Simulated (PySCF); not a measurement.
# Working out the ionisation energy of Ga

Ga [Ar] 3d10 4s2 4p1 (2P) → Ga⁺ [Ar] 3d10 4s2 (1S). All numbers are calculated (PySCF 2.14, no relativity, point nucleus, in pcseg-2). Frozen: [Ar] 3d10. Energies in hartree (1 hartree = 27.21139 eV):

```
            part    Ga (lower)   Ga⁺ (upper)
             UHF  -1923.232396  -1923.027264
CCSD correlation     -0.046765     -0.036824
             (T)     -0.000846      0.000000
```

Q: What does Hartree-Fock give?

A: (-1923.027264) − (-1923.232396) = 0.205132 hartree = 5.582 eV.

Q: What do CCSD and CCSD(T) give?

A: The CCSD correlation energies differ by 0.009941 hartree = 0.271 eV and the triples by 0.000846 hartree = 0.023 eV, so CCSD gives 5.853 eV and CCSD(T) 5.876 eV.

Measured between the centres of the two terms (NIST): 5.931 eV, so CCSD(T) (valence) is off by -0.055 eV.

The calculation is non-relativistic.

What remains against the reference includes basis incompleteness, the frozen core and higher excitations.
